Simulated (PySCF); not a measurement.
Working out the ionisation energy of Se⁺

Se⁺ [Ar] 3d10 4s2 4p3 (4S) → Se²⁺ [Ar] 3d10 4s2 4p2 (3P). All numbers are calculated (PySCF 2.14, the non-relativistic Hamiltonian (point nucleus), in 6-31G*). Frozen: [Ar] 3d10. Energies in hartree (1 hartree = 27.21139 eV):

```csv
part,Se⁺ (lower),Se²⁺ (upper)
UHF,-2399.210348,-2398.442683
CCSD correlation,-0.071075,-0.061110
(T),-0.000697,-0.000610
```

What does Hartree-Fock give?

(-2398.442683) − (-2399.210348) = 0.767665 hartree = 20.889 eV.

What do CCSD and CCSD(T) give?

The CCSD correlation energies differ by 0.009965 hartree = 0.271 eV and the triples by 0.000087 hartree = 0.002 eV, so CCSD gives 21.160 eV and CCSD(T) 21.162 eV.

Reference: 21.196 ± 0.01 eV (measured; NIST Atomic Spectra Database, ionization energies), between the lowest levels; spin-orbit coupling is absent from the calculation.

The calculation is non-relativistic.

What remains against the reference includes basis incompleteness, the frozen core and higher excitations.
